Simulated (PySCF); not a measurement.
C₆H₆. Atoms are numbered in the order given.

```xyz
12

C     -1.0680     2.0665     0.0000
C     -0.2850     1.1239     0.0000
C      0.6061    -0.0012     0.0000
C      1.9575     0.1850     0.0000
C      0.0247    -1.3560     0.0000
C     -1.2942    -1.6396     0.0000
H     -1.7456     2.9086     0.0000
H      2.3977     1.1920     0.0000
H      2.6379    -0.6804     0.0000
H      0.7634    -2.1758     0.0000
H     -1.6520    -2.6798     0.0000
H     -2.0481    -0.8363     0.0000
```

The structure is a stationary point at PBE-D3(BJ)/def2-SVP. Other conformers were not sampled.

Level of theory: PBE-D3(BJ)/def2-SVP (PySCF).

No scaling factor is applied to the harmonic values.

Computed harmonic wavenumbers and intensities:
```csv
mode,ν (cm⁻¹),IR (km/mol),moving atoms (share of kinetic energy)
1,153,0.8,"C 79 %, H 21 %"
2,156,0.1,"C 58 %, H 42 %"
3,259,7.2,"C 74 %, H 26 %"
4,296,0.0,"C 68 %, H 32 %"
5,452,2.9,"C 74 %, H 26 %"
6,493,2.1,"H 61 %, C 39 %"
7,597,2.6,"C 80 %, H 20 %"
8,631,34.0,"H 77 %, C 23 %"
9,653,34.3,"H 79 %, C 21 %"
10,695,0.1,"H 68 %, C 32 %"
11,753,0.8,"H 53 %, C 47 %"
12,754,0.3,"C 83 %, H 17 %"
13,875,41.8,"H 67 %, C 33 %"
14,905,25.9,"H 71 %, C 29 %"
15,917,1.5,"H 61 %, C 39 %"
16,985,13.4,"H 89 %, C 11 %"
17,1011,5.5,"H 70 %, C 30 %"
18,1261,0.1,"H 80 %, C 20 %"
19,1289,7.6,"C 74 %, H 26 %"
20,1352,8.2,"H 77 %, C 23 %"
21,1382,1.6,"H 79 %, C 21 %"
22,1592,15.6,"C 87 %, H 13 %"
23,1651,1.1,"C 89 %, H 11 %"
24,2150,0.0,"C 91 %, H 9 %"
25,3079,2.3,H 95 %
26,3088,0.5,H 95 %
27,3093,7.2,"H 92 %, C 8 %"
28,3185,2.9,"H 89 %, C 11 %"
29,3199,1.7,"H 89 %, C 11 %"
30,3407,74.4,"H 86 %, C 14 %"
```
